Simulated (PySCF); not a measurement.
A calculated (B97-3, PySCF 2.14, aug-cc-pwCVQZ, no relativity, point nucleus) atom or ion has these occupied shells.

```tsv
shell	electrons	orbital energy (eV)	rms radius, mean of both spins (bohr)
1s α	1	-396.97	0.267
1s β	1	-394.84	0.267
2s α	1	-23.884	1.42
2p α	3	-10.977	1.67
2p β	1	-6.410	1.67
```

(1) Name the element and its charge.

Results:

(1) N (nitrogen, neutral), in [He] 2s1 2p4, high-spin 4P determinant (an excited configuration).
